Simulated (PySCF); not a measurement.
C₂H₇FSn, singlet, geometry from GFN2-xTB (such geometries of metal compounds can be far from the true shape) (core potentials on Sn). Base run: DF-CAMB3LYP/def2-SV(P) in PySCF.

PySCF was given this input:
```python
from pyscf import gto, scf, dft

mol = gto.Mole()
mol.atom = '''
    Sn   -0.04614522    0.01783271   -0.24840759
    C     1.82671804   -1.05503885    0.04043395
    C    -1.83780023   -0.72028157    0.74520163
    F     0.29391559    1.70236118    0.71964315
    H    -0.29256729    0.63964027   -1.82505872
    H     1.84615261   -1.96117841   -0.55343914
    H     2.65596152   -0.41723804   -0.24348110
    H     1.91396609   -1.30703764    1.09241178
    H    -2.58811669    0.06181357    0.76507080
    H    -2.23244659   -1.58859444    0.23096544
    H    -1.57443571   -0.98836877    1.76330838
'''
mol.basis = 'def2-sv(p)'
mol.ecp = {'Sn': 'def2-sv(p)'}
mol.verbose = 4
mol.max_memory = 1800
mol.build()

mf = dft.RKS(mol)
mf.xc = 'camb3lyp'
mf = mf.density_fit(auxbasis='def2-universal-jkfit')
mf.kernel()
```

The job was repeated with other settings on one machine. Differences are taken from the largest basis of the def2 family in the series, which isn't the basis-set limit (def2-TZVPP: -9.617 eV). The cheapest run took about 10 core-seconds (a rough figure).

| setting | basis functions | cost, times the cheapest (rough) | difference in HOMO energy (eV) |
|---|---|---|---|
| def2-SV(P) | 82 | 1 | 0.131 |
| def2-SVP | 103 | 1 | 0.135 |
| def2-TZVP | 185 | 3 | 0.000 |
| def2-TZVPP | 241 | 4 | reference |

Times come from a shared machine, hold the start-up and are rough.
